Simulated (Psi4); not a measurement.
Intermolecular potential of C3H10Si ··· H2S (SMILES C[SiH](C)C and S). Monomers: optimised at B3LYP-D3(BJ) (def2-SVP and def2-TZVP), held rigid. Orientation: lowest of the rigid-body minima from ten starts at GFN2-xTB. Only R, the distance of the centres of mass, is varied, so the lowest point isn't the relaxed dimer.

Methods: PBE/def2-TZVP, counterpoise-corrected (Psi4); PBE-D3(BJ)/def2-TZVP, counterpoise-corrected (Psi4); wB97X-D/def2-TZVP, counterpoise-corrected (Psi4).

Interaction energies in kcal/mol; the last columns give the difference from wB97X-D:

```csv
R / Å,PBE/def2-TZVP,PBE-D3(BJ)/def2-TZVP,wB97X-D/def2-TZVP,PBE/def2-TZVP − wB97X-D/def2-TZVP,PBE-D3(BJ)/def2-TZVP − wB97X-D/def2-TZVP
3.84,1.69,-0.68,-0.21,1.90,-0.47
4.08,0.11,-1.89,-1.60,1.70,-0.30
4.25,-0.44,-2.18,-1.87,1.43,-0.31
4.45,-0.73,-2.19,-1.82,1.09,-0.37
4.63,-0.81,-2.04,-1.64,0.83,-0.41
4.98,-0.73,-1.60,-1.23,0.49,-0.37
5.26,-0.60,-1.24,-0.95,0.35,-0.29
5.78,-0.37,-0.74,-0.58,0.21,-0.16
6.47,-0.18,-0.36,-0.29,0.11,-0.07
7.48,-0.07,-0.15,-0.13,0.05,-0.02
8.75,-0.04,-0.06,-0.06,0.02,0.00
```

PBE/def2-TZVP is furthest from wB97X-D/def2-TZVP at 3.84 (1.90 kcal/mol, above); its mean absolute difference over the points is 0.74 kcal/mol.

PBE-D3(BJ)/def2-TZVP is furthest from wB97X-D/def2-TZVP at 3.84 (-0.47 kcal/mol, below); its mean absolute difference over the points is 0.25 kcal/mol.
